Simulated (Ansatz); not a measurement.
Gas-phase reaction R1 + R2 → P1 + P2, each structure at its B3LYP-D3(BJ)/def2-TZVP stationary point, reached from a drawn start (curvature not checked).
R1: N atom, charge 0, multiplicity 4.
P1: NO (SMILES [N]=O), charge 0, multiplicity 2.
P2: O atom, charge 0, multiplicity 3.
R2, O2 (SMILES O=O) (charge 0, multiplicity 3, Z-matrix in Å and degrees):
```
O
O 1 1.2043
```

P less R. No zero-point or thermal terms; open shells are unrestricted; no spin–orbit coupling.

Frozen-core correlation throughout. CBS: X⁻³ extrapolation of the correlation energy, Hartree–Fock from the larger set.

The values were computed with Ansatz (Gaussian basis) for Hartree–Fock, density functionals and correlated methods. Each number belongs to the level named beside it.

The comparison value is -31.67 kcal/mol (CCSD(T)/CBS(aug-cc-pVTZ, aug-cc-pVQZ)). It is a level with limits of its own, not the exact answer.

**Question.** Order these levels by how close they come to the comparison value for the reaction energy, closest first: BLYP/def2-TZVPPD, r2SCAN/def2-TZVPPD, HF/aug-cc-pVDZ, B2PLYP/def2-TZVPPD, wB97M-V/def2-TZVPPD. Give each level's value less the comparison value.

**Answer.** wB97M-V/def2-TZVPPD (-0.04 kcal/mol), B2PLYP/def2-TZVPPD (0.56 kcal/mol), BLYP/def2-TZVPPD (0.81 kcal/mol), r2SCAN/def2-TZVPPD (9.26 kcal/mol), HF/aug-cc-pVDZ (12.19 kcal/mol)

Ansatz is a quantum-chemistry and plane-wave program.
